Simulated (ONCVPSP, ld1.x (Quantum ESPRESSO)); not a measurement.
Hardness and transferability of assorted potentials

Generated with ld1.x 7.5 (TM, RRKJ, ultrasoft, PAW), atompaw 4.2 or ONCVPSP 4.0.1. The cutoff is in Ry: for ld1.x and atompaw files where the sum of valence levels is converged to 10 mRy in a Bessel basis, for ONCV files where the hardest occupied wave has 1 mHa per electron of residual kinetic energy. The error is the largest all-electron minus pseudo excitation energy over each file’s own four to seven test configurations (ionisations up to +4, promotions, holes and added fractions of an electron), all of which were solved. The labels leave out finer settings (local radius, basis sizes, second energies), which also bear on the numbers. Spin-polarised tests are not counted. The rows are a selection from randomly drawn settings: files with unsolved tests, undetermined cutoffs or missed reference levels are left out.

A true bound ghost makes a file unfit for plane-wave use even where its test errors are small: the radial tests pick states by their node count and pass the ghost by.

| element | potential | cutoff (Ry) | largest error (meV) | bound ghosts |
| --- | --- | --- | --- | --- |
| Ca | ONCV, PBE, scalar-relativistic, rc 2.20/1.80/1.80 (spd), local d, core correction yes, reference 3s2 3p6 4s2, qcut 4.7/9.6/5.9, projectors 2/2/0 | 30 | +7.4 | none |
| Sr | ONCV, PBE, fully relativistic, rc 2.20/2.35/2.00 (spd), local smoothed, core correction yes, reference 4s2 4p6 5s2, qcut 4.7/6.9/4.7, projectors 2/2/1 | 16 | -169 | none |
| Nb | TM, LDA (PZ), scalar-relativistic, rc 2.15/3.05/2.25 (spd), local s, core correction no, reference 4d4 5s0.5 5p0 | 30 | -95 | none |
| Tc | TM, PBE, scalar-relativistic, rc 2.30/2.20/2.35 (spd), local d, core correction no, reference 4d5 5s0 5p0 | 35 | +186 | s, p |
| Ag | TM, PBE, scalar-relativistic, rc 2.65/2.70/1.95 (spd), local smoothed, core correction no, reference 4d10 5s1 5p0 | 55 | -572 | none |
| Ta | RRKJ, PBE, fully relativistic, rc 2.45/2.10/1.75 (spd), local s, core correction yes, reference 5p6 5d3 6s2 6p0 | 30 | -472 | none |

Fill in the row for Pt: ONCV, LDA (Perdew-Wang 92), scalar-relativistic, rc 1.80/1.30/1.30 (spd), local d, core correction yes, reference 5s2 5p6 5d9 6s1, qcut 7.3/5.4/6.5, projectors 3/2/0.

cutoff 156 Ry, largest error -7.7 meV, bound ghosts: none.
